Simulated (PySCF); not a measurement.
Compound: C2H6BrOPSi.
Cartesian coordinates in Å at the PBE0-D3(BJ)/def2-SVP level; atoms count from 1:
```xyz
12
C2H6BrOPSi angstrom
C     -2.5402   -0.7207   -0.3378
C     -1.4874    0.0779   -0.1586
O     -0.1845   -0.2922   -0.1210
Si     0.4686   -1.8239    0.0143
P      2.6833   -1.6649    0.3063
Br     0.1315   -2.9880   -1.8535
H     -2.4464   -1.7971   -0.5027
H     -3.5409   -0.2872   -0.3430
H     -1.5973    1.1590   -0.0240
H     -0.2126   -2.5482    1.1209
H      2.5439   -0.5857    1.2341
H      2.8126   -0.8018   -0.8239
```

Computed with PySCF at B3LYP/def2-SVPD, non-relativistic, on one gas-phase PBE0-D3(BJ)/def2-SVP geometry that isn't relaxed in the solvent. The solvent is an IEF-PCM continuum (van der Waals radii × 1.2), and excitations are vertical TDDFT with non-equilibrium linear response and a frozen core. Only the electrostatic response of the medium enters. Spin–orbit coupling is left out although an atom past zinc is present.

Gas-phase singlets (H = HOMO, L = LUMO):

```
state  E (eV)  λ (nm)      f           leading configurations
   S1   5.635     220  0.021                          H→L 97%
   S2   6.073     204  0.009             H→L+1 65%, H-1→L 22%
   S3   6.133     202  0.033             H-1→L 72%, H→L+1 19%
   S4   6.274     198  0.013             H→L+2 60%, H→L+4 32%
   S5   6.429     193  0.004  H→L+3 64%, H→L+2 15%, H→L+4 10%
```

How does the list change in cyclohexane (ε = 2.017)?

| state | E (eV) | λ (nm) | f | leading configurations | change by rank (eV) |
| --- | --- | --- | --- | --- | --- |
| S1 | 5.658 | 219 | 0.031 | H→L 98% | +0.023 |
| S2 | 6.095 | 203 | 0.008 | H-1→L 50%, H→L+1 41% | +0.022 |
| S3 | 6.141 | 202 | 0.065 | H→L+1 45%, H-1→L 45% | +0.008 |
| S4 | 6.311 | 196 | 0.020 | H→L+2 54%, H→L+4 32%, H→L+3 10% | +0.037 |
| S5 | 6.458 | 192 | 0.012 | H→L+3 63%, H→L+2 23% | +0.029 |

Give the list for acetonitrile (ε = 35.69), n² = 1.81.

```
state  E (eV)  λ (nm)      f           leading configurations  change by rank (eV)
   S1   5.713     217  0.032                          H→L 97%               +0.078
   S2   6.131     202  0.015             H-1→L 79%, H→L+1 14%               +0.058
   S3   6.195     200  0.058             H→L+1 71%, H-1→L 15%               +0.062
   S4   6.382     194  0.018  H→L+2 37%, H→L+3 33%, H→L+4 26%               +0.108
   S5   6.533     190  0.018             H→L+3 54%, H→L+2 32%               +0.104
```

The ground-state energy changes by -0.131 eV from gas to acetonitrile. By how much does the total energy of gas-phase S1 change?

E(S1) = E(S0) + excitation energy, so it changes by -0.131 + 0.078 = -0.053 eV: it is lowered less than the ground state, which is what a blue shift means. This is the vertical state, with the slow part of the continuum still set for S0.

How do the frontier levels move from gas to acetonitrile?

| orbital | gas (eV) | solvent (eV) | change (eV) | Löwdin shares, gas | Löwdin shares, solvent |
| --- | --- | --- | --- | --- | --- |
| LUMO+2 | -0.02 | 0.17 | +0.19 | P5 34 %, Si4 12 %, H12 11 %, C2 10 % | P5 30 %, C2 14 %, C1 12 %, Si4 11 % |
| LUMO+1 | -0.23 | -0.08 | +0.15 | P5 28 %, Si4 17 %, Br6 10 %, C2 8 % | P5 27 %, Si4 16 %, Br6 11 %, C2 10 % |
| LUMO | -0.65 | -0.52 | +0.13 | Br6 32 %, Si4 21 %, P5 19 %, H10 6 % | Br6 36 %, Si4 20 %, P5 15 %, O3 6 % |
| HOMO | -7.02 | -6.97 | +0.05 | C1 38 %, C2 27 %, O3 21 % | C1 38 %, C2 27 %, O3 21 % |
| HOMO-1 | -7.76 | -7.63 | +0.13 | P5 52 %, Br6 18 %, Si4 12 %, H12 5 % | P5 56 %, Br6 13 %, Si4 12 %, H12 5 % |
| HOMO-2 | -8.30 | -8.26 | +0.04 | Br6 68 %, P5 15 %, Si4 6 % | Br6 61 %, P5 19 %, Si4 7 %, H11 5 % |
| HOMO-3 | -8.47 | -8.48 | -0.01 | Br6 69 %, P5 10 %, Si4 10 % | Br6 74 %, Si4 9 %, O3 6 %, P5 5 % |

The HOMO–LUMO gap goes from 6.38 to 6.46 eV.

Time: 29 s of wall time; peak memory 1.0 GiB. Hardware: one thread, Arm Neoverse V1 (aarch64), no GPU, on a shared host. This is the whole response run at B3LYP/def2-SVPD in acetonitrile, SCF included.
